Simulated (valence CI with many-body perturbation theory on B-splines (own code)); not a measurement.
## Forbidden lines of Pt39+

Calculated by configuration interaction combined with many-body perturbation theory (CI+MBPT): three valence electrons over a frozen Dirac-Fock core [Kr], radial functions for each j: 7 s, 7 p, 8 d, 6 f, 4 g, 1 h, with the one-electron correlation potential Σ1 (screened to all orders), the two-electron term Σ2, the three-electron term Σ3, Breit, model QED; selected single and double excitations, second order for the rest, scaled by the run's own slope (own B-spline code, finite nucleus).

No measured spectrum was set against this ion. As an estimate, large intervals hold to a few tenths of a per cent, small ones and those within an open d or f shell to about a per cent. The list stops below the first excitations out of the core.

Lines 1 to 50 of 53 in falling wavelength, among levels below 1110300 cm⁻¹, chosen from the decays that carry over 1 % of a level's rate. Wavelengths and rates use the calculated energies. Electric multipoles are in the length gauge, E1 and E2 with the static RPA response of the core. S is in atomic units (e²a₀⁴ for E2 and M2, e²a₀⁶ for E3), for M1 in squared Bohr magnetons. Weak lines are less certain than strong ones. Lines between different terms over intervals too small for the method are left out, as are lines whose strength nearly cancels. The highest levels of a list are the least certain.

Levels are named by their leading jj configuration (3d3/2^4 stands for four electrons in 3d with j = 3/2), which in mixed levels can hold well under half, so a name can repeat and another be missing. Letters in brackets count levels of one name in rising energy.

```tsv
λ vac (nm)	Upper	Lower	Type	A (s⁻¹)	S (a.u.)
4978	(4d3/2^2 4d5/2) J=9/2	(4d3/2^2 4d5/2) J=7/2	M1	5.72e-02	2.62e+00
289.9	(4d3/2^2 4d5/2) J=7/2	(4d3/2^2 4d5/2) J=5/2 [a]	M1	5.46e+02	3.94e+00
130.7	(4d3/2^2 4d5/2) J=5/2 [b]	(4d3/2^2 4d5/2) J=7/2	M1	4.55e+02	2.26e-01
130.1	(4d3/2 4d5/2^2) J=7/2 [b]	(4d3/2 4d5/2^2) J=7/2 [a]	M1	1.02e+03	6.67e-01
110.2	(4d3/2^2 4d5/2) J=5/2 [b]	(4d3/2^2 4d5/2) J=3/2	M1	2.46e+03	7.31e-01
100.7	(4d3/2 4d5/2^2) J=3/2 [b]	(4d3/2 4d5/2^2) J=1/2	M1	2.10e+03	3.18e-01
91.56	(4d3/2 4d5/2^2) J=3/2 [b]	(4d3/2 4d5/2^2) J=3/2 [a]	M1	3.42e+03	3.89e-01
90.09	(4d3/2^2 4d5/2) J=5/2 [b]	(4d3/2^2 4d5/2) J=5/2 [a]	M1	7.32e+02	1.19e-01
84.10	(4d5/2^3) J=3/2	(4d3/2 4d5/2^2) J=3/2 [b]	M1	5.96e+03	5.26e-01
84.05	(4d3/2 4d5/2^2) J=3/2 [a]	(4d3/2^2 4d5/2) J=5/2 [b]	M1	4.20e+03	3.70e-01
74.60	(4d3/2 4d5/2^2) J=5/2 [a]	(4d3/2^2 4d5/2) J=5/2 [b]	M1	2.41e+04	2.23e+00
65.09	(4d5/2^3) J=5/2	(4d3/2 4d5/2^2) J=3/2 [b]	M1	1.50e+04	9.20e-01
61.93	(4d3/2 4d5/2^2) J=5/2 [b]	(4d3/2^2 4d5/2) J=5/2 [b]	M1	3.53e+04	1.86e+00
60.57	(4d3/2 4d5/2^2) J=7/2 [a]	(4d3/2^2 4d5/2) J=7/2	M1	4.10e+04	2.70e+00
60.47	(4d5/2^3) J=9/2	(4d3/2 4d5/2^2) J=11/2	M1	8.91e+03	7.30e-01
60.43	(4d3/2 4d5/2^2) J=7/2 [b]	(4d3/2^2 4d5/2) J=5/2 [b]	M1	8.71e+03	5.70e-01
59.36	(4d3/2^2 4d5/2) J=5/2 [a]	(4d3/2^3) J=3/2	M1	1.17e+05	5.45e+00
55.86	(4d3/2 4d5/2^2) J=9/2	(4d3/2^2 4d5/2) J=9/2	M1	8.01e+04	5.18e+00
55.24	(4d3/2 4d5/2^2) J=9/2	(4d3/2^2 4d5/2) J=7/2	M1	4.76e+04	2.97e+00
53.88	(4d5/2^3) J=3/2	(4d3/2 4d5/2^2) J=5/2 [b]	M1	8.96e+03	2.08e-01
52.99	(4d3/2^2 4d5/2) J=3/2	(4d3/2^3) J=3/2	M1	9.42e+04	2.08e+00
52.10	(4d3/2 4d5/2^2) J=3/2 [a]	(4d3/2^2 4d5/2) J=1/2	M1	2.75e+04	5.77e-01
50.47	(4d5/2^3) J=9/2	(4d3/2 4d5/2^2) J=9/2	M1	1.06e+05	5.03e+00
50.10	(4d3/2 4d5/2^2) J=7/2 [a]	(4d3/2^2 4d5/2) J=5/2 [a]	M1	1.79e+05	6.69e+00
49.54	(4d3/2 4d5/2^2) J=1/2	(4d3/2^2 4d5/2) J=1/2	M1	1.61e+05	1.45e+00
49.27	(4d3/2^2 4d5/2) J=7/2	(4d3/2^3) J=3/2	E2	4.38e+01	9.08e-03
48.43	(4d3/2^2 4d5/2) J=1/2	(4d3/2^3) J=3/2	M1	3.54e+04	2.98e-01
47.68	(4d3/2 4d5/2^2) J=3/2 [a]	(4d3/2^2 4d5/2) J=3/2	M1	1.60e+05	2.57e+00
47.49	(4d3/2 4d5/2^2) J=5/2 [a]	(4d3/2^2 4d5/2) J=7/2	M1	5.89e+03	1.40e-01
47.22	(4d3/2 4d5/2^2) J=11/2	(4d3/2^2 4d5/2) J=9/2	M1	5.26e+04	2.46e+00
46.94	(4d5/2^3) J=3/2	(4d3/2 4d5/2^2) J=5/2 [a]	M1	9.26e+04	1.42e+00
46.72	(4d5/2^3) J=9/2	(4d3/2 4d5/2^2) J=7/2 [a]	M1	1.50e+05	5.65e+00
46.23	(4d5/2^3) J=5/2	(4d3/2 4d5/2^2) J=7/2 [b]	M1	3.44e+04	7.55e-01
45.83	(4d5/2^3) J=3/2	(4d3/2 4d5/2^2) J=1/2	M1	6.64e+04	9.48e-01
45.53	(4d3/2 4d5/2^2) J=1/2	(4d3/2^2 4d5/2) J=3/2	M1	9.51e+03	6.66e-02
45.39	(4d5/2^3) J=5/2	(4d3/2 4d5/2^2) J=5/2 [b]	M1	5.47e+04	1.14e+00
44.48	(4d3/2 4d5/2^2) J=5/2 [a]	(4d3/2^2 4d5/2) J=3/2	M1	9.03e+04	1.77e+00
43.84	(4d5/2^3) J=3/2	(4d3/2 4d5/2^2) J=3/2 [a]	M1	1.05e+05	1.32e+00
43.82	(4d3/2 4d5/2^2) J=3/2 [b]	(4d3/2^2 4d5/2) J=5/2 [b]	M1	8.94e+04	1.12e+00
43.48	(4d3/2 4d5/2^2) J=3/2 [a]	(4d3/2^2 4d5/2) J=5/2 [a]	M1	7.29e+04	8.88e-01
42.02	(4d3/2 4d5/2^2) J=5/2 [b]	(4d3/2^2 4d5/2) J=7/2	M1	4.36e+04	7.19e-01
41.67	(4d3/2 4d5/2^2) J=7/2 [b]	(4d3/2^2 4d5/2) J=9/2	M1	2.47e+04	5.30e-01
41.32	(4d3/2 4d5/2^2) J=7/2 [b]	(4d3/2^2 4d5/2) J=7/2	M1	2.83e+04	5.92e-01
40.81	(4d3/2 4d5/2^2) J=5/2 [a]	(4d3/2^2 4d5/2) J=5/2 [a]	M1	1.41e+04	2.12e-01
40.36	(4d5/2^3) J=5/2	(4d3/2 4d5/2^2) J=5/2 [a]	M1	9.08e+04	1.33e+00
38.05	(4d5/2^3) J=5/2	(4d3/2 4d5/2^2) J=3/2 [a]	M1	1.02e+05	1.26e+00
36.70	(4d3/2 4d5/2^2) J=5/2 [b]	(4d3/2^2 4d5/2) J=5/2 [a]	M1	4.53e+03	4.98e-02
36.17	(4d3/2 4d5/2^2) J=7/2 [b]	(4d3/2^2 4d5/2) J=5/2 [a]	M1	5.23e+03	7.34e-02
35.78	(4d3/2^2 4d5/2) J=5/2 [b]	(4d3/2^3) J=3/2	M1	1.15e+04	1.17e-01
34.10	(4d5/2^3) J=5/2	(4d3/2 4d5/2^2) J=7/2 [a]	M1	5.55e+04	4.90e-01
```
